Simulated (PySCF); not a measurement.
Vertical excitations of a molecule C₃H₃F₃ from PySCF with TDDFT-ωB97X/def2-SVPD, as energy in eV (oscillator strength): 8.02 (0.001), 8.71 (0.002), 9.20 (0.017), 9.63 (0.004), 9.75 (0.015), 9.91 (0.019), 10.27 (0.033), 10.44 (0.154), 10.74 (0.027), 10.87 (0.024). Lowest triplet (TDA): 7.50 eV. Coordinates come from a r2SCAN-D4/def2-SVP optimisation. One conformer was computed; it need not be the lowest.

Question: Pick the molecule that these values belong to.
(A) C=CC(F)(F)F
(B) C=C(F)C(F)F
(C) F/C=C\C(F)F
(D) F[C@H]1CC1(F)F

Answer: D, F[C@H]1CC1(F)F
